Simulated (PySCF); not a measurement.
**Correlation energy of Ca (calcium, neutral)**

[Ar] 4s1 4p1, high-spin 3P determinant (an excited configuration). Calculation: PySCF 2.14, in aug-cc-pwCVQZ-X2C (11s10p8d6f3g, 150 functions); scalar relativity by spin-free X2C-1e. Frozen: [Ar]; 2 electrons correlated.

Total MP2 correlation energy: -1.84 mhartree.

Same-spin part -1.84 and opposite-spin part 0.00 mhartree; SCS-MP2 scales them by 1/3 and 6/5 to -0.61 mhartree.
